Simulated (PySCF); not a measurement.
input.py for NaCa

Input:

```python
from pyscf import gto, scf, mp

mol = gto.M(
    atom='Na 0 0 0; Ca 0 0 3.165',
    basis='cc-pvdz-dk',
    charge=0,
    spin=1,
    verbose=4,
)
mf = scf.UHF(mol)
mf = mf.sfx2c1e()
field = 0.01  # electric field along z, atomic units
h = mf.get_hcore() + field*mol.intor('int1e_r')[2]
mf.get_hcore = lambda *args: h
e_nuc = mol.energy_nuc() - field*mol.atom_charges() @ mol.atom_coords()[:, 2]
mf.energy_nuc = lambda *args: e_nuc
mf.kernel()
mp.MP2(mf).kernel()
mf.dip_moment()
print('orbital energies (hartree):', [e[max(0, n-3):n+3].round(4) for e, n in zip(mf.mo_energy, mol.nelec)])
```

```bash
$ OMP_NUM_THREADS=1 python input.py
```

The log (some set-up lines and the per-cycle HOMO/LUMO lines with their warnings removed):

```
PySCF version 2.14.0

[INPUT] Symbol           X                Y                Z      unit          X                Y                Z       unit  Magmom
[INPUT]  1 Na     0.000000000000   0.000000000000   0.000000000000 AA    0.000000000000   0.000000000000   0.000000000000 Bohr   0.0
[INPUT]  2 Ca     0.000000000000   0.000000000000   3.165000000000 AA    0.000000000000   0.000000000000   5.980983184248 Bohr   0.0

nuclear repulsion = 36.7832500481517
number of shells = 11
number of NR pGTOs = 123
number of NR cGTOs = 45
basis = cc-pvdz-dk
ecp = {}

******** <class 'pyscf.x2c.sfx2c1e.sfX2C1eUHF'> ********
method = sfX2C1eUHF
initial guess = minao
damping factor = 0
level_shift factor = 0
DIIS = <class 'pyscf.scf.diis.CDIIS'>
SCF conv_tol = 1e-09
SCF max_cycles = 50
number electrons alpha = 16  beta = 15

******** <class 'pyscf.x2c.sfx2c1e.SpinFreeX2CHelper'> ********
approx = 1e
xuncontract = 1
init E= -841.734390836759

cycle= 1 E= -841.69325208637  delta_E= 0.0411  |g|= 0.0533  |ddm|= 4.39
cycle= 2 E= -841.700989819997  delta_E= -0.00774  |g|= 0.0192  |ddm|= 0.606
cycle= 3 E= -841.702868019256  delta_E= -0.00188  |g|= 0.0101  |ddm|= 0.257
cycle= 4 E= -841.703545265409  delta_E= -0.000677  |g|= 0.00509  |ddm|= 0.163
cycle= 5 E= -841.703746737106  delta_E= -0.000201  |g|= 0.00398  |ddm|= 0.0739
cycle= 6 E= -841.703965841652  delta_E= -0.000219  |g|= 0.00346  |ddm|= 0.0868
cycle= 7 E= -841.704382286434  delta_E= -0.000416  |g|= 0.00236  |ddm|= 0.233
cycle= 8 E= -841.7045869989  delta_E= -0.000205  |g|= 0.0008  |ddm|= 0.359
cycle= 9 E= -841.70457025279  delta_E= 1.67e-05  |g|= 0.000867  |ddm|= 0.0883
cycle= 10 E= -841.704591877666  delta_E= -2.16e-05  |g|= 0.000216  |ddm|= 0.0973
cycle= 11 E= -841.704592818114  delta_E= -9.4e-07  |g|= 6.44e-05  |ddm|= 0.0435
cycle= 12 E= -841.704592827051  delta_E= -8.94e-09  |g|= 4.8e-05  |ddm|= 0.00726
cycle= 13 E= -841.704592873999  delta_E= -4.69e-08  |g|= 8.41e-06  |ddm|= 0.00761
cycle= 14 E= -841.704592875108  delta_E= -1.11e-09  |g|= 2.45e-06  |ddm|= 0.000927
cycle= 15 E= -841.704592875162  delta_E= -5.41e-11  |g|= 1.67e-06  |ddm|= 0.000438
Extra cycle  E= -841.704592875177  delta_E= -1.52e-11  |g|= 1.36e-06  |ddm|= 2.83e-05
converged SCF energy = -841.704592875177  <S^2> = 0.93151953  2S+1 = 2.1739545

******** <class 'pyscf.mp.ump2.UMP2'> ********
nocc = (np.int64(16), np.int64(15)), nmo = (45, 45)
E(UMP2) = -841.805903196454  E_corr = -0.101310321277084
E(SCS-UMP2) = -841.800964970846  E_corr = -0.0963720956688551
E_corr(same-spin) = -0.0290772575349756
E_corr(oppo-spin) = -0.0722330637421082
Dipole moment(X, Y, Z, Debye): -0.00000,  0.00000, 16.07747
orbital energies (hartree): [array([-1.3373, -0.2053, -0.1449,  0.0231,  0.0231,  0.0244]), array([-1.3385, -1.3385, -0.2183,  0.0266,  0.0329,  0.0329])]
```

In short: E(SCF) = -841.704593 Eh, 15 cycles, E(MP2) − E(SCF) = -0.10131 Eh, ⟨S²⟩ = 0.932, μz(SCF) = 16.08 D.

It ran on Arm Neoverse N1 (1 thread, shared host) in 1.9 s.

The bond length is a typed value, not an optimised one. No search for the lowest solution was made.
